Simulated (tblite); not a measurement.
Compound: CH6FSi3 (doublet state).
InChI=1S/CH6FSi3/c2-5-3-1-4-5/h1,5H,3-4H2

Computed values, GFN2-xTB/tblite, gas phase, harmonic and unscaled. Errors from tens to a few hundred cm⁻¹ against measured bands are possible. Modes of hydrogen on silicon can be 10 to 20 % off. Open shells enter through the occupations alone, without spin polarisation, and single modes of such species can be off by tens of per cent.

Harmonic wavenumbers (cm⁻¹): 90.4, 116.5, 140.2, 256.1, 279.0, 326.1, 357.9, 381.0, 392.1, 428.1, 454.0, 469.7, 500.4, 606.4, 700.4, 723.4, 763.7, 835.4, 835.5, 847.0, 1088.1, 2108.8, 2114.8, 2156.2, 2165.4, 2220.0, 3039.8.

A = 2848, B = 2246, C = 1418 MHz; mass 120.976 u (most abundant isotopes); point group C1, symmetry number 1; spin multiplicity 2.

Problem. What is the zero-point energy?

Solution. ½Σν̃ = 12198 cm⁻¹ = 145.92 kJ/mol.

Problem. Entropy at 298.15 K, 1 bar (ideal gas, RRHO, classical rotation)?

Solution. Translation 168.66, rotation 116.99, vibration 92.82, spin (R ln 2) 5.76: S = 384.2 J/(mol K).

Problem. And Cp and H(298.15 K) − H(0)?

Solution. Cp = 142.92 J/(mol K), of which vibrations give 109.66 (their classical limit is 27 R = 224.5); H(298.15 K) − H(0) = 26.03 kJ/mol without the zero-point energy, 16.11 from vibrations.

Problem. How do the functions run with temperature in this model?

Solution. 
| T (K) | S (J/(mol K)) | Cp (J/(mol K)) | H − H(0) (kJ/mol) | G − H(0) (kJ/mol) | ln q(vib) |
| --- | --- | --- | --- | --- | --- |
| 50 | 236.6 | 44.7 | 1.83 | -9.99 | 0.13 |
| 100 | 273.8 | 65.7 | 4.58 | -22.80 | 0.74 |
| 373.15 | 418.2 | 159.9 | 37.42 | -118.65 | 6.30 |
| 500 | 468.0 | 179.8 | 59.05 | -174.95 | 8.97 |
| 750 | 546.1 | 204.8 | 107.39 | -302.16 | 13.72 |
| 1000 | 607.3 | 220.4 | 160.68 | -446.60 | 17.82 |

q(vib) and H(0) count from the zero-point level.

Problem. Blend soft modes into free rotors: weight 1/[1 + (100 cm⁻¹/ν̃)⁴] for the oscillator and the rest for a rotor with moment μB/(μ + B), μ = h/(8π²ν), B = 10⁻⁴⁴ kg m². What vibrational entropy results?

Solution. 90.28 J/(mol K) in place of 92.82, which changes −T·S at 298.15 K by +0.76 kJ/mol.

Problem. What must be added to the electronic energy to get the Gibbs energy at 298.15 K and 1 bar?

Solution. ZPE + [H(298.15 K) − H(0)] − T·S = 145.92 + 26.03 − 114.56 = 57.39 kJ/mol.

Problem. Which modes carry the vibrational entropy at 298.15 K?

Solution. 90.4 cm⁻¹: 15.28; 116.5 cm⁻¹: 13.21; 140.2 cm⁻¹: 11.72; 256.1 cm⁻¹: 7.06; 279.0 cm⁻¹: 6.44; 326.1 cm⁻¹: 5.35 J/(mol K); the other 21 give 33.75 together.

Hindered rotation and anharmonicity are outside this model.
